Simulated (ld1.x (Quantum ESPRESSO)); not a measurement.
An all-electron radial function and its pseudo partner (boron (B))

Columns: radius, all-electron u(r) and pseudo u(r) of the 2p shell (level -3.57 eV) of boron in the configuration [He] 2s2 2p1; revPBE, scalar-relativistic, TM scheme, ld1.x (Quantum ESPRESSO) 7.5.

| r (bohr) | all-electron | pseudo |
| --- | --- | --- |
| 0.105 | 0.0293 | 0.0131 |
| 0.210 | 0.0927 | 0.0510 |
| 0.315 | 0.1682 | 0.1100 |
| 0.420 | 0.2443 | 0.1841 |
| 0.525 | 0.3157 | 0.2662 |
| 0.630 | 0.3796 | 0.3488 |
| 0.735 | 0.4353 | 0.4250 |
| 0.840 | 0.4833 | 0.4901 |
| 0.945 | 0.5245 | 0.5413 |
| 1.050 | 0.5582 | 0.5786 |
| 1.155 | 0.5845 | 0.6035 |
| 1.260 | 0.6040 | 0.6185 |
| 1.365 | 0.6172 | 0.6265 |
| 1.470 | 0.6249 | 0.6297 |
| 1.575 | 0.6277 | 0.6296 |
| 1.680 | 0.6264 | 0.6268 |
| 1.785 | 0.6214 | 0.6215 |
| 1.890 | 0.6135 | 0.6135 |
| 1.995 | 0.6031 | 0.6031 |
| 2.100 | 0.5906 | 0.5906 |
| 2.205 | 0.5765 | 0.5765 |
| 2.310 | 0.5612 | 0.5612 |
| 2.415 | 0.5448 | 0.5448 |
| 2.520 | 0.5278 | 0.5278 |
| 2.625 | 0.5104 | 0.5104 |
| 2.730 | 0.4926 | 0.4926 |

(1) How many radial nodes do the two functions have?

(2) At about which radius was the pseudo-wave matched?

(3) Where does each function peak?

(4) Is the pseudo-wave norm-conserving?

Answers

(1) The all-electron 2p function has n − l − 1 = 0; the pseudo-wave has 0.

(2) 1.95 bohr. The columns agree to 0.0005 from 1.68 bohr on; several derivatives are matched, so the curves merge somewhat inside the radius.

(3) Outermost all-electron maximum near 1.57 bohr, pseudo maximum near 1.47 bohr (to the table’s step).

(4) Yes: the TM scheme keeps the norm inside the radius equal to the all-electron one, which fixes the energy derivative of the logarithmic derivative at the level.
